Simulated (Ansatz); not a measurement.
C$_{2}$H$_{7}$BO$_{3}$ (`CCOB(O)O`), relaxed with RKS PBE0-D4/def2-TZVP in Ansatz from a GFN2-xTB geometry. The force threshold is 0.005 eV/Å; the program also tests the step.

Total charge 0; spin multiplicity 1.

Start:

```xyz
13

C     0.378    0.046   -2.081
C     0.456   -0.435   -0.640
O    -0.380    0.377    0.168
B    -0.463    0.206    1.512
O     0.256   -0.753    2.155
O    -1.291    1.023    2.225
H     0.708    1.079   -2.148
H     1.012   -0.572   -2.709
H    -0.646   -0.013   -2.439
H     1.485   -0.377   -0.267
H     0.128   -1.478   -0.561
H     0.107   -0.767    3.099
H    -1.751    1.663    1.685
```

Question: How much energy does the relaxation release, and in how many steps? (An estimate is asked.)

Answer: Computed: 0.29 kcal/mol, in 6 steps.

Question: Which bonds change most? (Estimate.)

Answer: The calculation gave: C1–C2 from 1.522 to 1.507 Å; C1–H8 from 1.086 to 1.092 Å; C1–H7 from 1.086 to 1.092 Å; B4–O5 from 1.360 to 1.366 Å.

Question: Give the relaxed structure. (Best estimate.)

Answer: Ansatz gave: 
```xyz
13

C     0.381    0.038   -2.067
C     0.451   -0.426   -0.635
O    -0.392    0.397    0.158
B    -0.470    0.216    1.504
O     0.261   -0.759    2.120
O    -1.291    1.020    2.249
H     0.713    1.074   -2.154
H     1.021   -0.584   -2.697
H    -0.642   -0.027   -2.444
H     1.478   -0.371   -0.257
H     0.129   -1.469   -0.547
H     0.110   -0.772    3.067
H    -1.749    1.663    1.704
```
